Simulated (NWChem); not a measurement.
Species: C2H4BFO2; SMILES B(C(O)=O)(C)F

```xyz
10

C     -1.0964    -1.6516     0.4790
B      0.0755    -0.7598    -0.0164
F      1.2023    -1.2753    -0.4832
C     -0.0650     0.8401    -0.0618
O     -0.9412     1.3867    -0.6878
O      0.8581     1.5160     0.6325
H     -1.2862    -1.4591     1.5495
H     -0.9186    -2.7264     0.3377
H     -2.0205    -1.3527    -0.0431
H      0.6601     2.4628     0.5257
```
Atoms are numbered in this order, from 1.

All runs: NWChem. All runs use the structure optimised with PBE0/def2-SVP. B3LYP is NWChem's, with the RPA form of VWN correlation. Vertical excitations in the gas phase; the lowest state need not have the same character in each row.

```
level                           lowest excitation, singlet (eV)  oscillator strength of that lowest state  orbital gap (eV)
------------------------------  -------------------------------  ----------------------------------------  ----------------
PBE/def2-SVP, full TDDFT                                   4.36                                     0.014              4.07
B3LYP/def2-SVP, full TDDFT                           (withheld)                                     0.009        (withheld)
BHandHLYP/def2-SVP, full TDDFT                             5.20                                     0.006              9.47
Hartree-Fock/def2-SVP, TDHF                                5.76                                     0.005             14.88
```

Task: What belongs in the gaps?

Result: 
- B3LYP/def2-SVP, full TDDFT, lowest excitation, singlet (eV): 4.78
- B3LYP/def2-SVP, full TDDFT, orbital gap (eV): 6.24
